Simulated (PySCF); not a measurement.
Species: C₂H₇GeNS.
Numbering: `[CH3:1][C:2](=[S:3])[GeH2:4][NH2:5]` (hydrogens: H6, H7, H8 on C1; H9, H10 on Ge4; H11, H12 on N5)

Theory: core-valence-separated Tamm–Dancoff BHandHLYP/aug-pcX-1 (pcseg-1 on H, def2-SVPD on Ge, def2-SVPD on S) in PySCF, non-relativistic, gas phase, PBE0-D3(BJ)/def2-SVP geometry. BHandHLYP without relativity tends to put these K edges a few eV too low, so spacings mean more than positions.

List the nitrogen K-edge absorption lines.

| E (eV) | f | core hole on | main final orbital |
| --- | --- | --- | --- |
| 398.57 | 0.0056 | N5 | LUMO (57 %) |
| 399.18 | 0.0057 | N5 | LUMO+1 (47 %) |
| 400.11 | 0.0339 | N5 | LUMO+4 (36 %) |
| 400.23 | 0.0350 | N5 | spread |
| 400.87 | 0.0175 | N5 | spread |
| 401.41 | 0.0043 | N5 | spread |
| 401.52 | 0.0007 | N5 | spread |

The first line with a tenth or more of the strongest one's intensity is at 398.57 eV (f = 0.006), with the hole on N5 (nitrogen bonded to Ge and 2 H). The strongest listed is at 400.23 eV (f = 0.035; N5).

Give energies, oscillator strengths and core holes at the C K edge.

```json
{"E (eV)": "281.62", "f": "0.0740", "core hole on": "C2", "main final orbital": "LUMO (90 %)", "polarisation": "normal to the local trigonal plane"}
{"E (eV)": "283.40", "f": "0.0006", "core hole on": "C1", "main final orbital": "LUMO (98 %)", "polarisation": "–"}
{"E (eV)": "285.80", "f": "0.0087", "core hole on": "C1", "main final orbital": "LUMO+1 (48 %)", "polarisation": "–"}
{"E (eV)": "286.42", "f": "0.0320", "core hole on": "C1", "main final orbital": "LUMO+5 (34 %)", "polarisation": "–"}
{"E (eV)": "286.61", "f": "0.0310", "core hole on": "C1", "main final orbital": "spread", "polarisation": "–"}
{"E (eV)": "287.13", "f": "0.0053", "core hole on": "C1", "main final orbital": "LUMO+4 (45 %)", "polarisation": "–"}
{"E (eV)": "287.24", "f": "0.0062", "core hole on": "C1", "main final orbital": "spread", "polarisation": "–"}
{"E (eV)": "287.65", "f": "0.0117", "core hole on": "C1", "main final orbital": "LUMO+3 (64 %)", "polarisation": "–"}
{"E (eV)": "287.67", "f": "0.0279", "core hole on": "C2", "main final orbital": "LUMO+4 (47 %)", "polarisation": "in the local trigonal plane"}
{"E (eV)": "288.04", "f": "0.0042", "core hole on": "C2", "main final orbital": "LUMO+1 (76 %)", "polarisation": "mixed"}
{"E (eV)": "288.05", "f": "0.0020", "core hole on": "C1", "main final orbital": "spread", "polarisation": "–"}
```

The first line with a tenth or more of the strongest one's intensity is at 281.62 eV (f = 0.074), with the hole on C2 (thiocarbonyl carbon), polarised normal to the local trigonal plane: a 1s→π* resonance. It is also the strongest listed.

Roots within 0.03 eV whose holes lie on the same, on equivalent or on shared atoms are summed into one line, and the highest roots are left out, as the search may have cut off their partners. Final orbitals are the ground state's empty Kohn–Sham orbitals. A dash: too weak, shared between unlike atoms, or no plane or axis to refer to.

What is the summed oscillator strength of the listed N K lines, and their intensity-weighted mean energy?

Σf = 0.103 over 7 lines from 398.57 to 401.52 eV; the weighted mean is 400.21 eV. The strongest line holds 34 % of the sum.

The ionisation thresholds weren't computed; near and above them a finite basis only mimics Rydberg series and continuum. Relativistic effects, spin–orbit coupling among them, are left out although an element past zinc is present.

The values belong to the conformer `[CH3:1][C:2](=[S:3])[GeH2:4][NH2:5]`: C1–C2–Ge4–N5 -27°, H–N5–Ge4–C2 -85°, H–N5–Ge4–C2 147°.
